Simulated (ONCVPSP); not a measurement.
zinc (Zn): ONCV pseudisation with PBEsol, scalar-relativistic reference atom.

Input for ONCVPSP 4.0.1:

```
# ATOM AND REFERENCE CONFIGURATION
# atsym  z   nc   nv     iexc    psfile
  Zn 30.00    3    4  -116133      upf
#
#   n    l    f
    1    0    2.00
    2    0    2.00
    2    1    6.00
    3    0    2.00
    3    1    6.00
    3    2   10.00
    4    0    2.00
#
# PSEUDOPOTENTIAL AND OPTIMIZATION
# lmax
    2
#
#   l,   rc,      ep,       ncon, nbas, qcut
    0    1.05    0.00    3    6   11.00
    1    0.75    0.00    3    7    9.40
    2    1.15    0.00    4    9   11.90
#
# LOCAL POTENTIAL
# lloc, lpopt,  rc(5),   dvloc0
    4    3    0.55    6.00
#
# VANDERBILT-KLEINMAN-BYLANDER PROJECTORs
# l, nproj, debl
    0    2    1.90
    1    3    3.90
    2    2    0.90
#
# MODEL CORE CHARGE
# icmod, fcfact, rcfact
    3    2.50    1.75
#
# LOG DERIVATIVE ANALYSIS
# epsh1, epsh2, depsh
   -6.00    5.00    0.04
#
# OUTPUT GRID
# rlmax, drl
    6.00    0.01
#
# TEST CONFIGURATIONS
# ncnf
    4
# nvcnf
#   n    l    f
    4
    3    0    2.00
    3    1    6.00
    3    2   10.00
    4    0    1.00
#
    4
    3    0    2.00
    3    1    6.00
    3    2   10.00
    4    0    0.00
#
    4
    3    0    2.00
    3    1    6.00
    3    2    9.00
    4    0    0.00
#
    4
    3    0    1.00
    3    1    6.00
    3    2   10.00
    4    0    2.00
#
```

Command:

```bash
oncvpsp.x < Zn.dat > Zn.out
```

Resulting log (shortened: citation, most of the input echo, consistency checks and plot data are left out):

```
ONCVPSP  (Optimized Norm-Conservinng Vanderbilt PSeudopotential)
scalar-relativistic version 4.0.1

#   n    l    f        energy (Ha)
    1    0    2.00    -3.4975222E+02
    2    0    2.00    -4.2529183E+01
    2    1    6.00    -3.6876660E+01
    3    0    2.00    -4.7378355E+00
    3    1    6.00    -3.0596018E+00
    3    2   10.00    -3.7369768E-01
    4    0    2.00    -2.2043144E-01

Reference configufation results
  iterations    29
  all-electron total energy (Ha)   -1.79460084D+03

Begin loop to  construct optimized pseudo wave functions
and semi-local pseudopoentials for all angular momenta

Calculating optimized projector #   1

 for l=   0

    Fraction of norm inside rc  0.914763
    Optimizing pswf for qcut=  11.01 a_B^-1,  ecut=  60.57 Ha
    Residual kinetic energy error=  1.05D-05 Ha

    Energy error per electron        Cutoff
         Ha          eV             Ha
         0.01000     0.27211       33.07
         0.00100     0.02721       44.12
         0.00010     0.00272       52.01
         0.00001     0.00027       62.49

Calculating optimized projector #   2

 for l=   0

    Fraction of norm inside rc  0.029314
    Optimizing pswf for qcut=  11.01 a_B^-1,  ecut=  60.57 Ha
    Residual kinetic energy error=  2.95D-06 Ha

    Energy error per electron        Cutoff
         Ha          eV             Ha
         0.01000     0.27211       11.47
         0.00100     0.02721       37.03
         0.00010     0.00272       48.16
         0.00001     0.00027       56.53

   Wellstate for l =  1  n =  4
     eigenvalue =   0.8404
     asymptotic potential =   1.3404
     half-point radius =  1.9489

   Wellstate for l =  1  n =  5
     eigenvalue =   4.7404
     asymptotic potential =   5.2404
     half-point radius =  1.8916

Calculating optimized projector #   1

 for l=   1

    Fraction of norm inside rc  0.611279
    Optimizing pswf for qcut=   9.39 a_B^-1,  ecut=  44.06 Ha
    Residual kinetic energy error=  1.73D-03 Ha

    Energy error per electron        Cutoff
         Ha          eV             Ha
         0.01000     0.27211       37.21
         0.00100     0.02721       46.73
         0.00010     0.00272      109.08
         0.00001     0.00027      231.86

Calculating optimized projector #   2

 for l=   1

    Fraction of norm inside rc  0.057728
    Optimizing pswf for qcut=   9.39 a_B^-1,  ecut=  44.06 Ha
    Residual kinetic energy error=  5.07D-04 Ha

    Energy error per electron        Cutoff
         Ha          eV             Ha
         0.01000     0.27211       31.40
         0.00100     0.02721       41.36
         0.00010     0.00272       65.76
         0.00001     0.00027      139.86

Calculating optimized projector #   3

 for l=   1

    Fraction of norm inside rc  0.038429
    Optimizing pswf for qcut=   9.39 a_B^-1,  ecut=  44.06 Ha
    Residual kinetic energy error=  9.88D-04 Ha

    Energy error per electron        Cutoff
         Ha          eV             Ha
         0.01000     0.27211       33.75
         0.00100     0.02721       43.98
         0.00010     0.00272       75.26
         0.00001     0.00027      223.06

   Wellstate for l =  2  n =  4
     eigenvalue =   0.5263
     asymptotic potential =   1.0263
     half-point radius =  4.4514

Calculating optimized projector #   1

 for l=   2

    Fraction of norm inside rc  0.755526
    Optimizing pswf for qcut=  11.91 a_B^-1,  ecut=  70.98 Ha
    Residual kinetic energy error=  1.77D-04 Ha

    Energy error per electron        Cutoff
         Ha          eV             Ha
         0.01000     0.27211       55.84
         0.00100     0.02721       64.35
         0.00010     0.00272       89.29
         0.00001     0.00027      234.76

Calculating optimized projector #   2

 for l=   2

    Fraction of norm inside rc  0.055035
    Optimizing pswf for qcut=  11.91 a_B^-1,  ecut=  70.98 Ha
    Residual kinetic energy error=  3.36D-05 Ha

    Energy error per electron        Cutoff
         Ha          eV             Ha
         0.01000     0.27211       46.51
         0.00100     0.02721       58.42
         0.00010     0.00272       66.95
         0.00001     0.00027       90.54

Construct Vanderbilt / Kleinmman-Bylander projectors

B matrix Hermiticity error, ll=   0
   1   2    5.6504E-04

  Orthonormal projector coefficients  2.2606E+01  4.0063E+00

B matrix Hermiticity error, ll=   1
   1   2    7.3824E-04
   1   3   -1.4076E-03
   2   3    2.6806E-04

  Orthonormal projector coefficients  2.3760E+01  9.9332E+00  2.2740E+00

B matrix Hermiticity error, ll=   2
   1   2    9.3074E-05

  Orthonormal projector coefficients -7.8466E+00 -4.6504E+00

Model core correction analysis
  based on d2Exc/dn_idn_j

d2excae - all-electron derivatives

   -4.324473D-02   -4.037600D-02   -3.002355D-02   -1.792478D-03
   -4.037615D-02   -3.898227D-02   -2.963620D-02   -2.152193D-03
   -3.002387D-02   -2.963638D-02   -2.745683D-02   -6.310749D-03
   -1.792439D-03   -2.152084D-03   -6.309394D-03   -3.382482D-02

d2excps - pseudofunction derivatives with no core correction

   -5.054030D-02   -4.270541D-02   -3.169669D-02   -2.384607D-03
   -4.270646D-02   -4.078345D-02   -3.228128D-02   -2.342512D-03
   -3.169698D-02   -3.228143D-02   -2.898306D-02   -6.271800D-03
   -2.384849D-03   -2.342411D-03   -6.270446D-03   -3.386208D-02

rms 2nd derivative error    2.372043E-03

rmatch, rhocmatch    0.3444   77.3476

Teter function model core charge with specified parameters

d2excps - pseudofunction derivatives with core correction

   -3.887680D-02   -3.689764D-02   -2.919260D-02   -1.715134D-03
   -3.689764D-02   -3.634393D-02   -2.997366D-02   -2.030457D-03
   -2.919266D-02   -2.997373D-02   -2.760635D-02   -6.144273D-03
   -1.715078D-03   -2.030339D-03   -6.142915D-03   -3.382346D-02

rms 2nd derivative error    1.802206E-03

Pseudoatom total energy -223.051956

Diagnostic tests using Vanderbilt-Kleinman-Bylander pseudopotentials
  1 or more projectors used as specified by nproj input data

   l    rcore       rmatch      e in        delta e   norm test  slope test

   0   1.0541857   1.0861931  -4.7378355   0.0000213   1.0002599   1.0002562
   0   1.0541857   1.0861931  -0.2204314   0.0000108   1.0000821   1.0000649

   1   0.7541022   0.7769984  -3.0596018  -0.0000207   1.0002441   1.0003635
   1   0.7541022   0.7769984   0.8403982   0.0001051   1.0006107   1.0006107
   1   0.7541022   0.7769984   4.7403982   0.0001352   1.0008318   1.0008318

   2   1.1531527   1.1881649  -0.3736977  -0.0000086   1.0001589   1.0001703
   2   1.1531527   1.1881649   0.5263023  -0.0000046   1.0002969   1.0002969

 Testing for bound ghosts
   n   l    E NL Schr. Eq   E Basis Diag.   E Cutoff

   1   0       -4.737814       -4.737747    115.12
   2   0       -0.220421        0.076402    115.12

   2   1       -3.059622       -3.054037    531.18

   3   2       -0.373706       -0.367929    333.37

 Testing for highly-localized positive-energy ghosts
       l    <radius>/rc     E Basis Diag.   E Cutoff

Test configuration 0

   n   l     f        eae           eps        diff
   1   0  2.0000 -349.75222059
   2   0  2.0000  -42.52918286
   2   1  6.0000  -36.87665973
   3   0  2.0000   -4.73783554   -4.73781428    2.13D-05
   3   1  6.0000   -3.05960177   -3.05962242   -2.07D-05
   3   2 10.0000   -0.37369768   -0.37370623   -8.55D-06
   4   0  2.0000   -0.22043144   -0.22042063    1.08D-05

    Total energies and differences
      AE_ref= -1.79460084D+03  AE_tst= -1.79460084D+03  dif=  0.00D+00
      PS_ref= -2.23051956D+02  PS_tst= -2.23051956D+02  dif=  1.48D-12
      PSP excitation error= -1.48D-12

Test configuration 1

   n   l     f        eae           eps        diff
   1   0  2.0000 -350.10909878
   2   0  2.0000  -42.87852933
   2   1  6.0000  -37.22663779
   3   0  2.0000   -5.09328912   -5.09330807   -1.89D-05
   3   1  6.0000   -3.41559161   -3.41546743    1.24D-04
   3   2 10.0000   -0.72736627   -0.72764357   -2.77D-04
   4   0  1.0000   -0.51395943   -0.51384782    1.12D-04

    Total energies and differences
      AE_ref= -1.79460084D+03  AE_tst= -1.79423701D+03  dif=  3.64D-01
      PS_ref= -2.23051956D+02  PS_tst= -2.22688145D+02  dif=  3.64D-01
      PSP excitation error=  1.62D-05

Test configuration 2

   n   l     f        eae           eps        diff
   1   0  2.0000 -350.52298413
   2   0  2.0000  -43.28058947
   2   1  6.0000  -37.62968109
   3   0  2.0000   -5.50350710   -5.50375844   -2.51D-04
   3   1  6.0000   -3.82627288   -3.82604356    2.29D-04
   3   2 10.0000   -1.13319042   -1.13391733   -7.27D-04

    Total energies and differences
      AE_ref= -1.79460084D+03  AE_tst= -1.79356270D+03  dif=  1.04D+00
      PS_ref= -2.23051956D+02  PS_tst= -2.22013970D+02  dif=  1.04D+00
      PSP excitation error=  1.55D-04

Test configuration 3

   n   l     f        eae           eps        diff
   1   0  2.0000 -351.31403572
   2   0  2.0000  -44.09095770
   2   1  6.0000  -38.43814232
   3   0  2.0000   -6.27376670   -6.27517247   -1.41D-03
   3   1  6.0000   -4.58887715   -4.58953378   -6.57D-04
   3   2  9.0000   -1.86279921   -1.86152412    1.28D-03

    Total energies and differences
      AE_ref= -1.79460084D+03  AE_tst= -1.79207401D+03  dif=  2.53D+00
      PS_ref= -2.23051956D+02  PS_tst= -2.20525110D+02  dif=  2.53D+00
      PSP excitation error= -2.25D-05

Test configuration 4

   n   l     f        eae           eps        diff
   1   0  2.0000 -350.59783768
   2   0  2.0000  -43.25985582
   2   1  6.0000  -37.61703096
   3   0  1.0000   -5.41310095   -5.43144037   -1.83D-02
   3   1  6.0000   -3.72778362   -3.73744809   -9.66D-03
   3   2 10.0000   -1.00402429   -1.00530371   -1.28D-03
   4   0  2.0000   -0.58854450   -0.58889359   -3.49D-04

    Total energies and differences
      AE_ref= -1.79460084D+03  AE_tst= -1.78953876D+03  dif=  5.06D+00
      PS_ref= -2.23051956D+02  PS_tst= -2.17979915D+02  dif=  5.07D+00
      PSP excitation error= -9.97D-03
```

The run took about 5 s on one core of a shared server CPU.
